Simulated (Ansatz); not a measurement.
Conformers of C₂H₉NOSi₂ (`C=C[SiH2]N[SiH2]O`), each relaxed with PBE0-D4/def2-TZVP in Ansatz. CBS adds the triple-zeta coupled-cluster correction to the MP2 limit.

Not all of them had a frequency check.

Conformer A:

Z-matrix (Å, degrees):
```
Si
C 1 1.867
N 1 1.726 2 111.2
H 1 1.486 2 108.3 3 -121.0
H 1 1.488 2 109.4 3 120.3
C 2 1.331 1 123.3 3 -11.6
H 2 1.090 1 118.8 3 168.9
Si 3 1.723 1 125.7 2 -76.6
H 3 1.009 1 117.0 2 97.5
H 6 1.086 2 122.5 1 -179.5
H 6 1.088 2 121.3 1 -0.5
O 8 1.643 3 109.1 1 29.2
H 8 1.490 3 106.7 1 152.6
H 8 1.482 3 114.1 1 -86.4
H 12 0.961 8 117.0 3 42.7
```

Conformer B:

```xyz
15

C    -1.585    1.297   -0.729
C    -1.915    0.022   -0.536
Si   -0.885   -1.152    0.478
N     0.540   -0.397    1.099
Si    2.057   -0.213    0.311
O     2.225    1.174   -0.564
H    -0.685    1.721   -0.290
H    -2.196    1.973   -1.321
H    -2.834   -0.345   -0.994
H    -0.464   -2.292   -0.379
H    -1.706   -1.670    1.607
H     0.413    0.147    1.942
H     3.129   -0.121    1.326
H     2.194   -1.393   -0.580
H     1.712    1.249   -1.370
```

(1) Which is lowest in electronic energy at CCSD(T)/CBS (frozen core, def2 sets), and by how much? (Estimate.)

(2) Give the energies relative to B (kJ/mol) with ωB97M-V/def2-TZVPP, MP2/def2-TZVPP, SCS-MP2/def2-TZVPP, MP2/def2-QZVPP, HF/CBS(def2), MP2/CBS(def2), CCSD/CBS(def2). (An estimate is asked.)

Results:

(1) The calculation gave: B; A lies 3.3 kJ/mol higher.

(2) The calculation gave: 
| level | A |
| --- | --- |
| ωB97M-V/def2-TZVPP | 3.3 |
| MP2/def2-TZVPP | 3.5 |
| SCS-MP2/def2-TZVPP | 3.9 |
| MP2/def2-QZVPP | 3.2 |
| HF/CBS(def2) | 5.2 |
| MP2/CBS(def2) | 3.0 |
| CCSD/CBS(def2) | 3.4 |
